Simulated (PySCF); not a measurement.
PySCF input (M06-2X/6-31G* (5d)):

```python
from pyscf import gto, dft

mol = gto.M(
    atom='''
    C     1.17523500   -0.33891300   -1.43541200
    Si    0.03012300    0.00343900   -0.01996200
    C    -1.57548200    0.68781800   -0.69610000
    C    -0.21572000   -1.57787800    0.95081000
    N     0.64354800    1.18628100    1.09939600
    H     1.96001400   -1.08873100   -1.39641900
    H     1.17839100    0.24596100   -2.35062000
    H    -2.03745500   -0.01358100   -1.39409100
    H    -2.28391300    0.88612000    0.11050000
    H    -1.40975300    1.62460700   -1.23464300
    H    -0.90244500   -1.41961200    1.78456100
    H     0.73057700   -1.94110600    1.36027300
    H    -0.62249500   -2.36812200    0.31625100
    H     1.44081200    0.94803300    1.67142300
    H     0.71551300    2.14814800    0.80066500
    ''',
    basis='6-31g*',
    charge=0,
    spin=1,
    verbose=4,
)

mf = dft.UKS(mol, xc='m062x')
mf.grids.level = 4
mf.conv_tol = 1e-9
mf.max_cycle = 100
mf.max_memory = 1500
mf.kernel()
if not mf.converged:
    mf = mf.newton()
    mf.kernel(mf.make_rdm1())
mo, _, stable, _ = mf.stability(return_status=True)
if not stable:
    mf.kernel(mf.make_rdm1(mo, mf.mo_occ))
    stable = mf.stability(return_status=True)[2]
mf.dip_moment()
```

From the output:

```
  HOMO = -0.222584043953  LUMO = -0.00374797336971  gap/eV = 5.95483
cycle= 2 E= -464.39898883247  delta_E= -0.0202  |g|= 0.258  |ddm|= 0.464
  alpha nocc = 25  HOMO = -0.258016216877482  LUMO = 0.110447405482948
  beta  nocc = 24  HOMO = -0.302544862611256  LUMO = -0.0215079811716001
  HOMO = -0.258016216877  LUMO = -0.0215079811716  gap/eV = 6.43572
cycle= 3 E= -464.430477888526  delta_E= -0.0315  |g|= 0.0383  |ddm|= 0.23
  alpha nocc = 25  HOMO = -0.265020992018596  LUMO = 0.113421949773404
  beta  nocc = 24  HOMO = -0.295732595904262  LUMO = -0.0237230461391471
  HOMO = -0.265020992019  LUMO = -0.0237230461391  gap/eV = 6.56605
cycle= 4 E= -464.431184235661  delta_E= -0.000706  |g|= 0.0187  |ddm|= 0.0514
  alpha nocc = 25  HOMO = -0.26371081123771  LUMO = 0.11426489244775
  beta  nocc = 24  HOMO = -0.297594262769555  LUMO = -0.0188326893271613
  HOMO = -0.263710811238  LUMO = -0.0188326893272  gap/eV = 6.66347
cycle= 5 E= -464.431406960251  delta_E= -0.000223  |g|= 0.00387  |ddm|= 0.0193
  alpha nocc = 25  HOMO = -0.263950065557123  LUMO = 0.114169399154576
  beta  nocc = 24  HOMO = -0.297373396878829  LUMO = -0.0178337216459394
  HOMO = -0.263950065557  LUMO = -0.0178337216459  gap/eV = 6.69717
cycle= 6 E= -464.431425867143  delta_E= -1.89e-05  |g|= 0.00168  |ddm|= 0.00819
  alpha nocc = 25  HOMO = -0.264635273213433  LUMO = 0.114107942591182
  beta  nocc = 24  HOMO = -0.29777164305708  LUMO = -0.0180766490620239
  HOMO = -0.264635273213  LUMO = -0.018076649062  gap/eV = 6.70920
cycle= 7 E= -464.431429085556  delta_E= -3.22e-06  |g|= 0.000667  |ddm|= 0.00363
  alpha nocc = 25  HOMO = -0.264494381737873  LUMO = 0.114137163254059
  beta  nocc = 24  HOMO = -0.29770886478105  LUMO = -0.0178760247439009
  HOMO = -0.264494381738  LUMO = -0.0178760247439  gap/eV = 6.71083
cycle= 8 E= -464.431429585235  delta_E= -5e-07  |g|= 0.000171  |ddm|= 0.00139
  alpha nocc = 25  HOMO = -0.264516000219519  LUMO = 0.114138668185114
  beta  nocc = 24  HOMO = -0.297713411369189  LUMO = -0.0179075683352332
  HOMO = -0.26451600022  LUMO = -0.0179075683352  gap/eV = 6.71056
cycle= 9 E= -464.431429644324  delta_E= -5.91e-08  |g|= 6.04e-05  |ddm|= 0.00053
  alpha nocc = 25  HOMO = -0.264513920347471  LUMO = 0.114132928487792
  beta  nocc = 24  HOMO = -0.29772498166806  LUMO = -0.0179135779408015
  HOMO = -0.264513920347  LUMO = -0.0179135779408  gap/eV = 6.71034
cycle= 10 E= -464.431429652154  delta_E= -7.83e-09  |g|= 2.92e-05  |ddm|= 0.000157
  alpha nocc = 25  HOMO = -0.264509639559192  LUMO = 0.11413360966701
  beta  nocc = 24  HOMO = -0.297723115870095  LUMO = -0.0179154216447484
  HOMO = -0.264509639559  LUMO = -0.0179154216447  gap/eV = 6.71017
cycle= 11 E= -464.431429654392  delta_E= -2.24e-09  |g|= 1.19e-05  |ddm|= 8.8e-05
  alpha nocc = 25  HOMO = -0.264508256444977  LUMO = 0.114133822086794
  beta  nocc = 24  HOMO = -0.297721116806611  LUMO = -0.0179156018666737
  HOMO = -0.264508256445  LUMO = -0.0179156018667  gap/eV = 6.71013
cycle= 12 E= -464.43142965477  delta_E= -3.78e-10  |g|= 7.21e-06  |ddm|= 3.99e-05
  alpha nocc = 25  HOMO = -0.264509387689822  LUMO = 0.114132946748442
  beta  nocc = 24  HOMO = -0.297723989674937  LUMO = -0.0179161385563287
  HOMO = -0.26450938769  LUMO = -0.0179161385563  gap/eV = 6.71014
Extra cycle  E= -464.43142965479  delta_E= -2.02e-11  |g|= 7.08e-06  |ddm|= 1.27e-05
converged SCF energy = -464.43142965479  <S^2> = 0.75473501  2S+1 = 2.0047294
uhf_internal: lowest eigs of H = [0.27927102 0.41783284 0.42570008]
<class 'pyscf.dft.uks.UKS'> wavefunction is stable in the internal stability analysis
Dipole moment(X, Y, Z, Debye):  0.91648,  0.38102, -0.23764
```

The geometry given is a B3LYP-D3(BJ)/def2-TZVP minimum.
